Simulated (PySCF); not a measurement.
Atom-mapped SMILES (the numbers label the heavy atoms): `[SiH3:1][N:2]([SiH3:3])[SiH3:4]`. Each H is labelled by its parent atom.

Geometry: PBE0-D3(BJ)/def2-SVP; GIAO shifts from PySCF 2.14.0 with density-fitted response routines, gas phase, non-relativistic, averaged over equivalent atoms.

At PBE0/6-31G (66 basis functions, 9.6 s wall time on 1 thread of an Arm Neoverse N1, shared host):
| atoms | δ (ppm) |
| --- | --- |
| Si1/Si3/Si4 | -9.7 |
| N2 | -34.5 |
| H(Si1)/H(Si3)/H(Si4) | 4.84 |

δ = σ(ref) − σ, references computed at the same level: TMS for 29Si (σref 444.75), 1H (σref 32.61); NH3 for 15N (σref 260.69).

Predict the values at OPBE/pcSseg-2 on the same geometry.

## Answers


```json
{"atoms": "Si1/Si3/Si4", "δ at OPBE/pcSseg-2": "-41.3", "change": "-31.6"}
{"atoms": "N2", "δ at OPBE/pcSseg-2": "-18.3", "change": "+16.2"}
{"atoms": "H(Si1)/H(Si3)/H(Si4)", "δ at OPBE/pcSseg-2": "4.84", "change": "+0.00"}
```

Shifts are taken against calculated references (same method and geometry level): 29Si (355.55 ppm) and 1H (31.20 ppm) against TMS; NH3 for 15N (262.82 ppm).

The largest change is at Si1/Si3/Si4 (silicon bonded to N, 3 H). Cost: 291 basis functions, 55 s wall time on 1 thread of an Arm Neoverse V1, shared host.

Experimental scales use liquid or dissolved standards, which lie at an offset from isolated NH3 (liquid NH3: subtract about 20 ppm).
